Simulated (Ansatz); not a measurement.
Consider the cleavage of the B–Al bond: `C[BH][AlH][OH]` + `O[SiH2][SiH3]` → `CBO[SiH2][SiH3]` + `[OH][AlH2]`.

Gas-phase electronic energies from Ansatz, PBE0-D4/def2-TZVP geometries. CBS: MP2 limit from def2 TZ/QZ plus the TZ coupled-cluster correction, frozen cores. This one scheme is used for every species. Functionals use def2-TZVPP. One conformer a species, not always the lowest.

CCSD(T)/CBS gives -42.2 kcal/mol.

(1) Another level gave -40.2 kcal/mol. Which?
A. ωB97M-V/def2-TZVPP
B. revPBE/def2-TZVPP
C. PBE-QIDH/def2-TZVPP
D. revPBE-D4/def2-TZVPP

(2) What do rigid-rotor, harmonic-oscillator terms from PBE0-D4/def2-TZVP frequencies (298.15 K, 1 bar) make of the CCSD(T)/CBS value? (An estimate is asked.)

Largest T1 diagnostic among the species: 0.013.

Answers

(1) D. revPBE-D4 -40.2, ωB97M-V -43.4, PBE-QIDH -42.0, revPBE -37.3 kcal/mol.

(2) The calculation gave: ΔZPE = -0.8 kcal/mol, ΔH = -43.2 kcal/mol, ΔS = -12 J/(mol·K), ΔG = -42.3 kcal/mol. Modes under 50 cm⁻¹ make the entropy rough.

The D4 term adds −1.7 kcal/mol with B3LYP and −1.0 kcal/mol with PBE0; it sums over pairs of atoms, weighted by their polarisabilities, and B3LYP, whose exchange is more repulsive, gets the larger term. From BLYP to BHLYP (50 % exact exchange), in def2-TZVPP and without D4, ΔE moves by −2.6 kcal/mol. At CCSD(T), def2-SVP lies −4.7 kcal/mol from the extrapolated value and def2-TZVPP −0.5 kcal/mol.

B3LYP here is the variant with VWN-RPA as its local correlation; programs differ in this.
